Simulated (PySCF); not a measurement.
Can point charges reproduce the dipole moment of `C1[SiH](c2ccc(Cl)cc2)C1`?

Coordinates (GFN2-xTB, Å) and charges (e) from the PBE0/pcSseg-1 density (PySCF):

```csv
atom,x,y,z,Mulliken,IAO,Hirshfeld,ESP-fitted
Cl1,4.690,-0.338,0.330,-0.0810,-0.0306,-0.0311,-0.0745
C2,2.991,-0.056,0.168,-0.2515,-0.0046,+0.0197,-0.0530
C3,2.537,1.205,-0.186,+0.0850,-0.1604,-0.0568,-0.0885
C4,1.178,1.421,-0.312,-0.0898,-0.1345,-0.0418,-0.1506
C5,0.257,0.401,-0.093,-0.3499,-0.2707,-0.0916,+0.1507
Si6,-1.579,0.725,-0.272,+0.7281,+0.7826,+0.3201,-0.0160
C7,-2.713,-0.705,-0.748,-0.4776,-0.5259,-0.1707,-0.3444
C8,-2.788,-0.316,0.734,-0.4775,-0.5260,-0.1707,-0.3441
C9,0.744,-0.856,0.260,-0.0618,-0.1267,-0.0367,-0.3519
C10,2.099,-1.092,0.393,+0.0770,-0.1593,-0.0556,-0.0050
H11,3.242,2.003,-0.359,+0.0967,+0.1680,+0.0535,+0.1398
H12,0.827,2.405,-0.588,+0.0876,+0.1526,+0.0517,+0.1347
H13,-1.950,2.081,-0.644,-0.0538,-0.1014,-0.0613,+0.0552
H14,-3.605,-0.514,-1.327,+0.1462,+0.1567,+0.0418,+0.1621
H15,-2.304,-1.681,-0.965,+0.1462,+0.1521,+0.0398,+0.1257
H16,-2.427,-1.052,1.439,+0.1461,+0.1521,+0.0399,+0.1280
H17,-3.725,0.112,1.059,+0.1462,+0.1567,+0.0418,+0.1620
H18,0.051,-1.665,0.436,+0.0887,+0.1511,+0.0540,+0.2496
H19,2.465,-2.069,0.668,+0.0952,+0.1681,+0.0537,+0.1203
```

**Question.** Form Σ q r in debye for every column and set it beside the full dipole.

**Answer.** The full density gives (-1.10, 0.27, -0.13) D, 1.14 D in size; dipole vectors point from the negative to the positive end.

```csv
scheme,μx,μy,μz,size (D),share of the full size (%),angle to the full dipole (°)
Mulliken,-2.65,1.68,-0.58,3.19,280,19
IAO,-0.67,1.53,-0.44,1.73,152,52
Hirshfeld,-0.18,0.58,-0.16,0.63,55,58
ESP-fitted,-1.18,0.28,-0.12,1.22,107,1
```

**Question.** Which set comes closest?

**Answer.** Length of the difference vector: ESP-fitted 0.08 D, Hirshfeld 0.96 D, IAO 1.36 D, Mulliken 2.14 D. Closest: ESP-fitted. The schemes that divide the density aren't constrained to reproduce the dipole.

**Question.** What is left for the Hirshfeld atoms' own dipoles?

**Answer.** The Hirshfeld atoms' densities add up to the full density, so μ = Σ q r + Σ (atomic dipoles). The atomic dipoles sum to (-1.10, 0.27, -0.13) − (-0.18, 0.58, -0.16) = (-0.92, -0.31, 0.03) D, 0.96 D in size.

**Question.** With the origin at the mean of the coordinates, (-0.001, 0.000, 0.000) Å, which are the largest single terms, by size, of the Mulliken dipole along the direction of the full one?

**Answer.** Si6 +6.04, C7 -5.81, C8 -5.79, C2 +3.52, H14 +2.46 D; all 19 atoms together +3.03 D. The single terms depend on the origin, their sum doesn't.

**Question.** Give the size of the full dipole in other units.

**Answer.** 1.14 D = 0.448 au = 0.237 e·Å = 3.80 × 10⁻³⁰ C·m.

Geometry: GFN2-xTB, one conformer, isolated molecule.

The values belong to the conformer `[Cl:1][c:2]1[cH:3][cH:4][c:5]([SiH:6]2[CH2:7][CH2:8]2)[cH:9][cH:10]1`: C4–C5–Si6–C7 152°.
